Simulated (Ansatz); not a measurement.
Geometry optimisation of `C[Si](C)(C)C#Cc1cnc(-c2cnc(-c3cnc(-c4cnc(-c5cnc(-c6cnc(C#C[Si](C)(C)C)s6)s5)s4)s3)s2)s1`.

```yaml
crystal:
  periodic: [false, false, false]
  atoms:
    - {symbol: C, position_ang: [-14.798910, 2.812190, 1.802930]}
    - {symbol: Si, position_ang: [-14.542650, 1.017300, 1.215890]}
    - {symbol: C, position_ang: [-15.436950, 0.695710, -0.435700]}
    - {symbol: C, position_ang: [-15.093470, -0.220420, 2.556630]}
    - {symbol: C, position_ang: [-12.716640, 0.783330, 0.944980]}
    - {symbol: C, position_ang: [-11.519670, 0.662240, 0.801230]}
    - {symbol: C, position_ang: [-10.144320, 0.514440, 0.626910]}
    - {symbol: C, position_ang: [-9.134320, 1.132080, 1.331260]}
    - {symbol: N, position_ang: [-7.889070, 0.815800, 0.963890]}
    - {symbol: C, position_ang: [-7.858140, -0.035310, -0.012740]}
    - {symbol: C, position_ang: [-6.674930, -0.548510, -0.605820]}
    - {symbol: C, position_ang: [-6.550770, -1.451850, -1.642610]}
    - {symbol: N, position_ang: [-5.304720, -1.760880, -2.001170]}
    - {symbol: C, position_ang: [-4.415190, -1.135710, -1.285570]}
    - {symbol: C, position_ang: [-3.015370, -1.292920, -1.468670]}
    - {symbol: C, position_ang: [-2.389090, -2.101770, -2.398620]}
    - {symbol: N, position_ang: [-1.057410, -2.081320, -2.381200]}
    - {symbol: C, position_ang: [-0.580610, -1.287080, -1.471440]}
    - {symbol: C, position_ang: [0.799340, -1.072110, -1.228880]}
    - {symbol: C, position_ang: [1.395520, -0.251880, -0.291750]}
    - {symbol: N, position_ang: [2.728170, -0.246860, -0.288660]}
    - {symbol: C, position_ang: [3.230080, -1.034400, -1.192880]}
    - {symbol: C, position_ang: [4.616630, -1.225880, -1.418410]}
    - {symbol: C, position_ang: [5.228860, -2.038240, -2.353420]}
    - {symbol: N, position_ang: [6.560340, -2.028740, -2.350380]}
    - {symbol: C, position_ang: [7.046190, -1.233050, -1.440560]}
    - {symbol: C, position_ang: [8.439470, -1.050450, -1.235850]}
    - {symbol: C, position_ang: [9.457020, -1.662970, -1.944150]}
    - {symbol: N, position_ang: [10.695470, -1.338260, -1.577530]}
    - {symbol: C, position_ang: [10.717940, -0.486870, -0.599250]}
    - {symbol: C, position_ang: [11.872760, 0.028330, -0.012790]}
    - {symbol: C, position_ang: [12.877080, 0.475180, 0.496140]}
    - {symbol: Si, position_ang: [14.454210, 1.129840, 1.240740]}
    - {symbol: C, position_ang: [14.963170, -0.062730, 2.637070]}
    - {symbol: C, position_ang: [15.767660, 1.174750, -0.137800]}
    - {symbol: C, position_ang: [14.088430, 2.874110, 1.914070]}
    - {symbol: S, position_ang: [9.115610, 0.000040, -0.033980]}
    - {symbol: S, position_ang: [5.823970, -0.404600, -0.482980]}
    - {symbol: S, position_ang: [2.020920, -1.880500, -2.159580]}
    - {symbol: S, position_ang: [-1.820380, -0.464090, -0.522470]}
    - {symbol: S, position_ang: [-5.100030, -0.069680, -0.062230]}
    - {symbol: S, position_ang: [-9.454920, -0.534910, -0.580000]}
    - {symbol: H, position_ang: [-15.848950, 3.026240, 1.980470]}
    - {symbol: H, position_ang: [-14.263880, 3.000380, 2.729190]}
    - {symbol: H, position_ang: [-14.438130, 3.522970, 1.065300]}
    - {symbol: H, position_ang: [-16.511270, 0.821120, -0.333380]}
    - {symbol: H, position_ang: [-15.098330, 1.381720, -1.206660]}
    - {symbol: H, position_ang: [-15.256840, -0.314120, -0.792480]}
    - {symbol: H, position_ang: [-14.903840, -1.245060, 2.250800]}
    - {symbol: H, position_ang: [-14.559600, -0.051410, 3.487220]}
    - {symbol: H, position_ang: [-16.155490, -0.130300, 2.766460]}
    - {symbol: H, position_ang: [-9.291490, 1.830750, 2.133040]}
    - {symbol: H, position_ang: [-7.376990, -1.905540, -2.160720]}
    - {symbol: H, position_ang: [-2.910220, -2.718870, -3.106110]}
    - {symbol: H, position_ang: [0.859230, 0.359860, 0.411650]}
    - {symbol: H, position_ang: [4.702960, -2.655580, -3.059880]}
    - {symbol: H, position_ang: [9.291090, -2.360920, -2.743190]}
    - {symbol: H, position_ang: [15.130760, -1.065040, 2.254130]}
    - {symbol: H, position_ang: [14.194380, -0.127950, 3.401270]}
    - {symbol: H, position_ang: [15.880450, 0.263680, 3.118860]}
    - {symbol: H, position_ang: [15.458990, 1.817890, -0.956520]}
    - {symbol: H, position_ang: [16.717890, 1.547830, 0.233790]}
    - {symbol: H, position_ang: [15.939900, 0.183810, -0.547230]}
    - {symbol: H, position_ang: [13.301180, 2.851500, 2.661810]}
    - {symbol: H, position_ang: [14.969170, 3.310450, 2.376480]}
    - {symbol: H, position_ang: [13.767730, 3.543240, 1.121070]}
basis:
  gaussian: {orbitals: def2-SVP, fitting: {mean_field: def2-universal-jkfit}}
hamiltonian: {xc: pbe, dispersion: d4}
scf: {lower_state_search: "off"}
output: {orbitals: {seedname: orbitals}}
relax: {f_tol: 0.03, max_steps: 70}
```

```sh
$ ansatz run in.yaml --threads 4 --pin off --events-out ev --progress --plain --max-ram 66560MiB --backend cuda --devices 0, --max-vram 37GiB
```

Output, abridged:

```
Functional definition: PBE
mean field -118997.59400117 eV, -4373.0809200769 hartree, gradient 3.8e-6 eV, S^2 0.000000; 0 other end points of the search recorded, 0 dependent functions left out
relax step   1: F+E_penalty+E_count = -119000.46969825 eV  Δ(F+E_penalty+E_count) = +0.000e0 eV  max|allowed force component| = 2.734e0 eV/Å  Δτ_max = 0.0000 Å  (25 SCF iters, accepted)
mean field -118998.20928684 eV, -4373.1035314082 hartree, gradient 2.0e-6 eV, S^2 0.000000; 0 other end points of the search recorded, 0 dependent functions left out
relax step   2: F+E_penalty+E_count = -119001.06565853 eV  Δ(F+E_penalty+E_count) = -5.960e-1 eV  max|allowed force component| = 4.383e-1 eV/Å  Δτ_max = 0.1025 Å  (22 SCF iters, accepted)
mean field -118998.28495484 eV, -4373.1063121557 hartree, gradient 2.9e-6 eV, S^2 0.000000; 0 other end points of the search recorded, 0 dependent functions left out
relax step   3: F+E_penalty+E_count = -119001.13179620 eV  Δ(F+E_penalty+E_count) = -6.614e-2 eV  max|allowed force component| = 1.259e-1 eV/Å  Δτ_max = 0.0578 Å  (23 SCF iters, accepted)
mean field -118998.28631219 eV, -4373.1063620374 hartree, gradient 2.8e-6 eV, S^2 0.000000; 0 other end points of the search recorded, 0 dependent functions left out
relax step   4: F+E_penalty+E_count = -119001.13220683 eV  Δ(F+E_penalty+E_count) = -4.106e-4 eV  max|allowed force component| = 1.944e-1 eV/Å  Δτ_max = 0.0635 Å  (21 SCF iters, accepted)
mean field -118998.29073148 eV, -4373.1065244432 hartree, gradient 2.2e-6 eV, S^2 0.000000; 0 other end points of the search recorded, 0 dependent functions left out
relax step   5: F+E_penalty+E_count = -119001.13602895 eV  Δ(F+E_penalty+E_count) = -3.822e-3 eV  max|allowed force component| = 6.151e-2 eV/Å  Δτ_max = 0.0329 Å  (22 SCF iters, accepted)
mean field -118998.29214679 eV, -4373.1065764553 hartree, gradient 2.2e-6 eV, S^2 0.000000; 0 other end points of the search recorded, 0 dependent functions left out
relax step   6: F+E_penalty+E_count = -119001.13798832 eV  Δ(F+E_penalty+E_count) = -1.959e-3 eV  max|allowed force component| = 6.178e-3 eV/Å  Δτ_max = 0.0188 Å  (23 SCF iters, accepted)
Total energy: -119001.13811646 eV, -4373.2111639113 hartree
Atom 0 at   -14.951196     2.831043     1.838193 Å, force     0.001468    -0.001692    -0.001202 eV/Å
Atom 1 at   -14.652127     1.056053     1.262956 Å, force    -0.000790     0.002958     0.002561 eV/Å
Atom 2 at   -15.523306     0.725632    -0.380929 Å, force     0.002765    -0.001105     0.000384 eV/Å
Atom 3 at   -15.220414    -0.175967     2.578794 Å, force     0.000891    -0.000114    -0.002189 eV/Å
Atom 4 at   -12.830924     0.838733     1.006375 Å, force     0.000327     0.001195     0.001067 eV/Å
Atom 5 at   -11.610862     0.702593     0.845894 Å, force    -0.004598    -0.001446    -0.001392 eV/Å
Atom 6 at   -10.226396     0.548058     0.663500 Å, force     0.002025     0.000204     0.000599 eV/Å
Atom 7 at    -9.168251     1.153062     1.353508 Å, force     0.006178    -0.001503    -0.001606 eV/Å
Atom 8 at    -7.916815     0.815676     0.962294 Å, force     0.003015    -0.000204    -0.000516 eV/Å
Atom 9 at    -7.936293    -0.055058    -0.036006 Å, force    -0.000847    -0.000345    -0.000103 eV/Å
Atom 10 at    -6.754896    -0.594117    -0.658075 Å, force    -0.000025    -0.000008     0.001077 eV/Å
Atom 11 at    -6.616114    -1.508568    -1.706736 Å, force     0.000592    -0.000146     0.000348 eV/Å
Atom 12 at    -5.351958    -1.823184    -2.071342 Å, force     0.000299     0.000394    -0.000546 eV/Å
Atom 13 at    -4.465041    -1.172678    -1.328570 Å, force    -0.000779     0.004230     0.005884 eV/Å
Atom 14 at    -3.040699    -1.317042    -1.498584 Å, force    -0.000630    -0.000300    -0.000133 eV/Å
Atom 15 at    -2.391223    -2.130517    -2.432777 Å, force     0.001624     0.000560     0.000945 eV/Å
Atom 16 at    -1.038456    -2.107079    -2.410190 Å, force     0.001723     0.000244    -0.000435 eV/Å
Atom 17 at    -0.579563    -1.289291    -1.474656 Å, force    -0.001725     0.000592     0.001513 eV/Å
Atom 18 at     0.816872    -1.061684    -1.218502 Å, force     0.001152     0.000880     0.001130 eV/Å
Atom 19 at     1.455972    -0.243309    -0.282721 Å, force     0.001169    -0.001037    -0.000743 eV/Å
Atom 20 at     2.810194    -0.253276    -0.299075 Å, force    -0.001168     0.000916    -0.000017 eV/Å
Atom 21 at     3.271585    -1.070493    -1.237689 Å, force    -0.002769    -0.001631    -0.002433 eV/Å
Atom 22 at     4.669246    -1.291375    -1.496974 Å, force     0.002478    -0.000660    -0.000615 eV/Å
Atom 23 at     5.292278    -2.113363    -2.441922 Å, force    -0.002239    -0.001176    -0.000342 eV/Å
Atom 24 at     6.644032    -2.111836    -2.446136 Å, force    -0.000254    -0.000559    -0.000312 eV/Å
Atom 25 at     7.124510    -1.297215    -1.514559 Å, force    -0.001912     0.002532     0.002773 eV/Å
Atom 26 at     8.538152    -1.103561    -1.298406 Å, force     0.000017    -0.001901    -0.002247 eV/Å
Atom 27 at     9.570884    -1.724355    -2.013107 Å, force    -0.000841     0.000811     0.000784 eV/Å
Atom 28 at    10.832997    -1.403851    -1.651349 Å, force     0.001965    -0.000550     0.000012 eV/Å
Atom 29 at    10.845814    -0.531688    -0.652944 Å, force    -0.002308    -0.001172    -0.000683 eV/Å
Atom 30 at    11.991414     0.010728    -0.035471 Å, force     0.001632     0.000246     0.000779 eV/Å
Atom 31 at    12.990429     0.491863     0.512695 Å, force     0.000636     0.000115     0.000182 eV/Å
Atom 32 at    14.534941     1.167476     1.286754 Å, force    -0.000494    -0.000998    -0.002832 eV/Å
Atom 33 at    15.048010     0.003787     2.684098 Å, force    -0.002485     0.001000    -0.000364 eV/Å
Atom 34 at    15.862931     1.233683    -0.054407 Å, force    -0.002824     0.000533     0.001355 eV/Å
Atom 35 at    14.157541     2.893745     1.954171 Å, force    -0.002842    -0.001181    -0.000528 eV/Å
Atom 36 at     9.223490    -0.050935    -0.096033 Å, force     0.001879    -0.000335    -0.001042 eV/Å
Atom 37 at     5.891353    -0.469010    -0.560002 Å, force    -0.000886    -0.002139    -0.001842 eV/Å
Atom 38 at     2.018829    -1.892274    -2.174824 Å, force     0.000692     0.000031    -0.000596 eV/Å
Atom 39 at    -1.847861    -0.477407    -0.540258 Å, force     0.004045     0.000169    -0.000066 eV/Å
Atom 40 at    -5.170877    -0.109653    -0.107549 Å, force    -0.003724    -0.000178    -0.001266 eV/Å
Atom 41 at    -9.556873    -0.518644    -0.561778 Å, force    -0.000158    -0.001415    -0.002348 eV/Å
Atom 42 at   -16.033227     3.004981     2.013206 Å, force    -0.002165    -0.000158    -0.000300 eV/Å
Atom 43 at   -14.412068     3.038204     2.784634 Å, force    -0.001061     0.000533     0.000054 eV/Å
Atom 44 at   -14.603042     3.559569     1.078441 Å, force    -0.000183    -0.000203     0.001119 eV/Å
Atom 45 at   -16.620346     0.851147    -0.268508 Å, force     0.000673    -0.000566     0.000292 eV/Å
Atom 46 at   -15.174748     1.427475    -1.165199 Å, force    -0.000047     0.000147     0.001088 eV/Å
Atom 47 at   -15.330257    -0.307448    -0.734266 Å, force     0.000891     0.000851     0.000557 eV/Å
Atom 48 at   -15.028375    -1.219367     2.256718 Å, force     0.000358     0.001098     0.000744 eV/Å
Atom 49 at   -14.687036    -0.009383     3.536373 Å, force    -0.000803     0.000375     0.000127 eV/Å
Atom 50 at   -16.308943    -0.067682     2.766780 Å, force    -0.000904    -0.000183    -0.000569 eV/Å
Atom 51 at    -9.322994     1.868037     2.173958 Å, force     0.000388     0.000772     0.000508 eV/Å
Atom 52 at    -7.468204    -1.968199    -2.230729 Å, force    -0.000927    -0.000033    -0.000406 eV/Å
Atom 53 at    -2.938884    -2.757672    -3.149639 Å, force     0.000265    -0.001549    -0.001808 eV/Å
Atom 54 at     0.921108     0.388205     0.443096 Å, force     0.001243     0.000000     0.000062 eV/Å
Atom 55 at     4.742332    -2.741719    -3.159535 Å, force     0.000366     0.000446     0.000162 eV/Å
Atom 56 at     9.376407    -2.436471    -2.827156 Å, force     0.000195    -0.000458    -0.001354 eV/Å
Atom 57 at    15.245075    -1.016679     2.298258 Å, force    -0.000946     0.000582     0.000406 eV/Å
Atom 58 at    14.255388    -0.067867     3.455915 Å, force     0.000494     0.000585     0.000094 eV/Å
Atom 59 at    15.973567     0.373143     3.172844 Å, force     0.000335     0.000328     0.000425 eV/Å
Atom 60 at    15.558620     1.903763    -0.883500 Å, force    -0.000018    -0.000738     0.000634 eV/Å
Atom 61 at    16.818180     1.612780     0.364490 Å, force     0.000661     0.002133     0.000934 eV/Å
Atom 62 at    16.047181     0.226027    -0.478410 Å, force     0.000802     0.000866     0.001110 eV/Å
Atom 63 at    13.362799     2.859496     2.726463 Å, force    -0.001538    -0.000167    -0.000696 eV/Å
Atom 64 at    15.065817     3.334742     2.414987 Å, force    -0.000424    -0.000002     0.001507 eV/Å
Atom 65 at    13.820303     3.570214     1.143135 Å, force     0.000069    -0.000470     0.000314 eV/Å
Dipole moment:    -0.607060     0.385485     0.445561 e Å
Checks for a lower state left out: stability, starts, cluster_reference, orbital_swaps, neighbouring_geometries, increment
```

It took 36 s on 4 threads of AMD EPYC 7R13 on a shared host and a share (37 GiB) of an NVIDIA H100 80GB HBM3.

Single mean-field runs in def2-SVP are fitted with def2-universal-jkfit.
